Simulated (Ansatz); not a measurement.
A nudged elastic band was laid between two geometries of C3H5ClSi (10 atoms, charge 0, multiplicity 1).

Computed with RKS PBE0-D4/def2-SVP in Ansatz.

```json
{
 "movable images": "7",
 "climbing image": "yes",
 "spring": "5.0 eV/Å²",
 "optimiser": "quadratic models (default)",
 "start path": "through a guess of the saddle point",
 "force threshold": "0.05 eV/Å",
 "iteration limit": "60",
 "end points": "relaxed"
}
```

Image 0:

```xyz
10
Properties=species:S:1:pos:R:3
C -0.912 1.992 -0.486
C -0.383 0.801 -0.581
C 0.151 -0.395 -0.624
Si 0.666 -1.374 0.894
Cl 0.438 -1.197 -2.159
H -0.287 2.892 -0.487
H -1.997 2.127 -0.407
H -0.072 -2.671 0.916
H 0.347 -0.575 2.112
H 2.131 -1.652 0.826
```

Image 8:

```xyz
10
Properties=species:S:1:pos:R:3
C -1.185 1.827 -0.544
C -0.349 0.822 -0.573
C 0.472 -0.198 -0.555
Si 0.646 -1.388 0.890
Cl 1.506 -0.546 -1.929
H -0.878 2.809 -0.168
H -2.215 1.718 -0.901
H -0.278 -0.959 1.979
H 2.059 -1.371 1.371
H 0.305 -2.767 0.433
```

(1) What changes between the two ends?

(2) What energy profile does the band end with?

(3) What is the geometry of the highest image?

## Answers

(1) No bond is made or broken. The dihedral Cl5–C3–Si4–H9 goes from -179 to 59°. The two ends are copies of one structure, up to a mirror image or an exchange of like atoms.

(2) The run converged. The highest image is number 2 of 0 to 8, 7.3 kJ/mol above the ends, which have the same energy within 2 meV. The profile has 2 maxima (images 2, 6) with wells between them (image 4): this band takes more than one step, which may be the mechanism or a detour left from its start path. A vibrational analysis at the climbing image gives one clearly imaginary mode, 127i cm⁻¹: a first-order saddle point.

```tsv
image	path coordinate (Å)	energy (kJ/mol)	dihedral Cl5–C3–Si4–H9 (°)
0	0.00	0.0	-179
1	1.06	3.6	-152
2	2.11	7.3	-120
3	3.18	3.6	-88
4	4.25	0.0	-60
5	5.31	3.5	-32
6	6.38	7.3	0
7	7.45	3.7	31
8	8.51	0.0	59
```

(3) 
```xyz
10
Properties=species:S:1:pos:R:3:forces:R:3
C -0.806 2.015 -0.473 0.00 0.00 0.00
C -0.393 0.780 -0.595 0.00 0.00 0.00
C 0.034 -0.457 -0.649 0.00 0.00 0.00
Si 0.672 -1.362 0.882 0.00 0.00 0.00
Cl 0.031 -1.334 -2.167 0.00 0.00 0.00
H -0.118 2.858 -0.604 0.00 0.00 0.00
H -1.852 2.244 -0.245 0.00 0.00 0.00
H 1.079 -2.740 0.488 0.00 0.00 0.00
H -0.405 -1.425 1.915 0.00 0.00 0.00
H 1.841 -0.629 1.451 0.00 0.00 0.00
```

Time of the run: 3.8 min on 2 threads of AMD EPYC 9R45 96-Core Processor (Zen 5), on a shared host, peak memory 0.27 GiB.
